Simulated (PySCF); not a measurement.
```xyz
7
charge 0 multiplicity 1, angstrom
Fe    0.0000    0.0000    0.0000
F     0.0001   -0.1822    1.7065
F     0.0001   -0.1825   -1.7065
F     1.7064    0.1828    0.0000
F    -0.0005    1.7158   -0.0002
F    -1.7065    0.1819    0.0000
F     0.0005   -1.7158    0.0002
```

These are results of PBE0/[Fe def2-SVP, F def2-SVP], no relativity, density fitting, PySCF, not measurements.

This geometry of FeF6 is a stationary point at this level.

**Question.** What is the point group?

**Answer.** D2d.

**Question.** Is it a minimum?

**Answer.** No: it has 2 imaginary modes (one degenerate set), at 424i cm⁻¹ (e).

**Question.** List the harmonic modes with their infrared intensities.

**Answer.** 
```json
{"symmetry": "e", "ω (cm⁻¹)": "424i", "IR (km/mol, summed over degenerate members)": "–"}
{"symmetry": "a1", "ω (cm⁻¹)": "139", "IR (km/mol, summed over degenerate members)": "0.0"}
{"symmetry": "e", "ω (cm⁻¹)": "232", "IR (km/mol, summed over degenerate members)": "51.7"}
{"symmetry": "b2", "ω (cm⁻¹)": "251", "IR (km/mol, summed over degenerate members)": "33.9"}
{"symmetry": "b1", "ω (cm⁻¹)": "279", "IR (km/mol, summed over degenerate members)": "0.0"}
{"symmetry": "e", "ω (cm⁻¹)": "417", "IR (km/mol, summed over degenerate members)": "5.6"}
{"symmetry": "a1", "ω (cm⁻¹)": "542", "IR (km/mol, summed over degenerate members)": "0.0"}
{"symmetry": "b2", "ω (cm⁻¹)": "555", "IR (km/mol, summed over degenerate members)": "5.6"}
{"symmetry": "a1", "ω (cm⁻¹)": "654", "IR (km/mol, summed over degenerate members)": "0.0"}
{"symmetry": "e", "ω (cm⁻¹)": "666", "IR (km/mol, summed over degenerate members)": "218"}
{"symmetry": "b2", "ω (cm⁻¹)": "702", "IR (km/mol, summed over degenerate members)": "112"}
```

In D2d the vibrations span 4e + 3a1 + 3b2 + b1. The a1, b1 modes carry no infrared intensity, as symmetry demands.

Stability towards spin polarisation was not tested. Other isomers or separated fragments may lie lower. At this level a singlet minimum of D3 symmetry lies 9 kJ/mol below this structure.
